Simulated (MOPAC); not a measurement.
Input for MOPAC: AM1 on H4SeSi (SMILES [SiH3][SeH]), a point of a torsion scan.

```
AM1 1SCF PRECISE CHARGE=0 THREADS=1
H4SeSi

Si    -0.62583449 1     0.00948966 1     0.01077513 1
Se     1.50364294 1     0.83229635 1    -0.06799839 1
H     -0.75272421 1    -0.75106725 1     1.24761547 1
H     -1.46394228 1     1.19801421 1    -0.01879401 1
H     -0.83487284 1    -0.84581584 1    -1.15255187 1
H      2.15020304 1    -0.33924025 1     0.44714665 1
```

It printed:

```
*******************************************************************************
 **                                                                           **
 **                              MOPAC v23.2.5                                **
 **                                                                           **
 *******************************************************************************
 ** MOPAC's Digital Object Identifier: https://doi.org/10.5281/zenodo.6511958 **
 **                                                                           **
 ** Please cite the open-source release paper for use of this MOPAC version:  **
 ** J. E. Moussa and J. J. P. Stewart (2026)                                  **
 ** MOPAC: An open-source semiempirical molecular orbital program             **
 ** J. Open Source Softw., 11(119), 8025, https://doi.org/10.21105/joss.08025 **
 *******************************************************************************

                              AM1 CALCULATION RESULTS

 *******************************************************************************
 *  AM1        - The AM1 Hamiltonian to be used
 *
 *
 *
 *                 CHARGE ON SYSTEM = 0
 *
 *
 *
 *  PRECISE    - TIGHTER CRITERIA TO BE USED
 *  1SCF       - DO 1 SCF AND THEN STOP
 *  THREADS=1  - MULTI-THREADING NOT USED
 *  T=         - A TIME OF 172800.0 SECONDS REQUESTED
 *  DUMP=N     - RESTART FILE WRITTEN EVERY 7200.0 SECONDS REQUESTED
 *******************************************************************************
AM1 1SCF PRECISE CHARGE=0 THREADS=1
 H4SeSi

   ATOM   CHEMICAL          X               Y               Z
  NUMBER   SYMBOL      (ANGSTROMS)     (ANGSTROMS)     (ANGSTROMS)

     1      Si         -0.62583449  *   0.00948966  *   0.01077513  *
     2      Se          1.50364294  *   0.83229635  *  -0.06799839  *
     3       H         -0.75272421  *  -0.75106725  *   1.24761547  *
     4       H         -1.46394228  *   1.19801421  *  -0.01879401  *
     5       H         -0.83487284  *  -0.84581584  *  -1.15255187  *
     6       H          2.15020304  *  -0.33924025  *   0.44714665  *



          CARTESIAN COORDINATES

    NO.       ATOM           X           Y           Z

     1        Si         -0.6258      0.0095      0.0108
     2        Se          1.5036      0.8323     -0.0680
     3         H         -0.7527     -0.7511      1.2476
     4         H         -1.4639      1.1980     -0.0188
     5         H         -0.8349     -0.8458     -1.1526
     6         H          2.1502     -0.3392      0.4471

  H: (AM1): M.J.S. DEWAR ET AL, J. AM. CHEM. SOC. 107 3902-3909 (1985)
 Si: (AM1): M.J.S.DEWAR, C. JIE, ORGANOMETALLICS, 6, 1486-1490 (1987).
 Se: (AM1): J. J. P. STEWART, J. MOL. MOD., 10, 155-164 (2004)

           Empirical Formula: H4 Si Se  =     6 atoms



      MOLECULAR POINT GROUP   :   C1


      RHF CALCULATION, NO. OF DOUBLY OCCUPIED LEVELS = 7


 -------------------------------------------------------------------------------
 AM1 1SCF PRECISE CHARGE=0 THREADS=1
 H4SeSi



     1SCF WAS SPECIFIED, SO BFGS WAS NOT USED
     SCF FIELD WAS ACHIEVED


                              AM1 CALCULATION
                                                       MOPAC v23.2.5 Linux




          FINAL HEAT OF FORMATION =         22.05624 KCAL/MOL =      92.28332 KJ/MOL


          COSMO AREA              =        106.69 SQUARE ANGSTROMS
          COSMO VOLUME            =         95.29 CUBIC ANGSTROMS

          IONIZATION POTENTIAL    =          8.314167 EV
          HOMO LUMO ENERGIES (EV) =         -8.314 -1.807
          NO. OF FILLED LEVELS    =          7
          MOLECULAR WEIGHT        =        111.0771         POINT GROUP:  C1

          MOLECULAR DIMENSIONS (Angstroms)

            Atom       Atom       Distance
            H     6    H     4     3.95503
           Se     2    H     3     2.76788
            H     5   Se     2     2.07506


          SCF CALCULATIONS        =          1





   ATOM   CHEMICAL          X               Y               Z
  NUMBER   SYMBOL      (ANGSTROMS)     (ANGSTROMS)     (ANGSTROMS)

     1      Si         -0.62583449  *   0.00948966  *   0.01077513  *
     2      Se          1.50364294  *   0.83229635  *  -0.06799839  *
     3       H         -0.75272421  *  -0.75106725  *   1.24761547  *
     4       H         -1.46394228  *   1.19801421  *  -0.01879401  *
     5       H         -0.83487284  *  -0.84581584  *  -1.15255187  *
     6       H          2.15020304  *  -0.33924025  *   0.44714665  *

                             CARTESIAN COORDINATES

   1   Si       -0.625834490     0.009489660     0.010775130
   2   Se        1.503642940     0.832296350    -0.067998390
   3    H       -0.752724210    -0.751067250     1.247615470
   4    H       -1.463942280     1.198014210    -0.018794010
   5    H       -0.834872840    -0.845815840    -1.152551870
   6    H        2.150203040    -0.339240250     0.447146650


           Empirical Formula: H4 Si Se  =     6 atoms



      MOLECULAR POINT GROUP   :   C1


                  EIGENVALUES
 -20.63135 -15.92249 -13.53032 -12.91519 -12.13692 -10.84693  -8.31417  -1.80746
   0.23123   1.26121   1.33497   1.64764


              NET ATOMIC CHARGES AND DIPOLE CONTRIBUTIONS

  ATOM NO.   TYPE          CHARGE      No. of ELECS.   s-Pop       p-Pop
    1         Si           0.516010        3.4840     0.89590     2.58809
    2         Se          -0.120671        6.1207     1.97145     4.14922
    3          H          -0.138732        1.1387     1.13873
    4          H          -0.124618        1.1246     1.12462
    5          H          -0.135832        1.1358     1.13583
    6          H           0.003844        0.9962     0.99616
 DIPOLE           X         Y         Z       TOTAL
 POINT-CHG.    -0.460    -0.130     0.006     0.478
 HYBRID        -0.114    -0.807     0.305     0.870
 SUM           -0.574    -0.937     0.311     1.142


          ATOMIC ORBITAL ELECTRON POPULATIONS

     Atom    s        px        py        pz
    1 Si   0.89590   0.85226   0.86892   0.86691
    2 Se   1.97145   1.16256   1.13378   1.85289
    3  H   1.13873
    4  H   1.12462
    5  H   1.13583
    6  H   0.99616

 **********************
 *                    *
 * JOB ENDED NORMALLY *
 *                    *
 **********************




 == MOPAC DONE ==
```

The run finished.

Cost: about 0.010 core-seconds (a rough figure).
